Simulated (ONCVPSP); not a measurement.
**What the settings do to the ONCV potential of Sc (Z = 21)**

Base potential:

ONCVPSP 4.0.1 input, shortened (lines: element, Z, core and valence counts, functional; n l f; lmax; l rc ep ncon nbas qcut; lloc lpopt rc5 dvloc0; l nproj debl; icmod fcfact rcfact), PBE, fully relativistic:

```
  Sc 21.00    3    4        4      upf
    1    0    2.00
    2    0    2.00
    2    1    6.00
    3    0    2.00
    3    1    6.00
    3    2    1.00
    4    0    2.00
    2
    0    1.70    0.00    4    7    7.60
    1    1.80    0.00    5    9    7.40
    2    1.95    0.00    3    6    6.60
    4    3    1.15   -1.00
    0    2    0.90
    1    2    1.90
    2    2    1.30
    3    3.25    1.25
```

Open shells are filled in proportion to 2j + 1.

Cutoffs, loose and tight: the cutoffs (Ha) at which the residual kinetic energy of the hardest occupied pseudo-wave falls to 1 and 0.1 mHa per electron. They do not see the model core or the augmentation charge, which bear on the density cutoff. Test errors are all-electron minus pseudo excitation energies from the reference, over the configurations 3s2 3p6 3d1 4s1; 3s2 3p6 3d1 4s0; 3s2 3p6 3d0 4s0; 3s2 3p6 3d0 4s2. A dash means not determined; rows that change the core or the reference have their own tests. The largest error is taken over the tests solved by every variant that gives reliable tests at all: 3s2 3p6 3d0 4s2; 3s2 3p6 3d1 4s0; 3s2 3p6 3d1 4s1.

```tsv
change	outcome	cutoff, loose	cutoff, tight	bound ghosts	GHOST(+) flags above zero	largest test error (meV)
base	generated	18 Ha	22 Ha	none	none	+102
p: rc 1.24	generated	18 Ha	104 Ha	none	none	+102
p: rc 1.48	generated	18 Ha	22 Ha	none	none	+102
p: rc 1.58	generated	18 Ha	22 Ha	none	none	+102
p: rc 1.74	generated	18 Ha	22 Ha	none	none	+103
p: rc 1.9	generated	18 Ha	22 Ha	none	none	+102
p: rc 2.1	generated	18 Ha	22 Ha	none	none	+101
p: rc 2.26	generated	18 Ha	22 Ha	none	none	+100
p: rc 2.44	generated	18 Ha	22 Ha	none	none	+98
p: rc 2.58	generated	18 Ha	22 Ha	none	none	+96
```

Reading the sweep of the p radius (base included, trends over the rows without a ghost): The loose cutoff stays near 18 Ha.
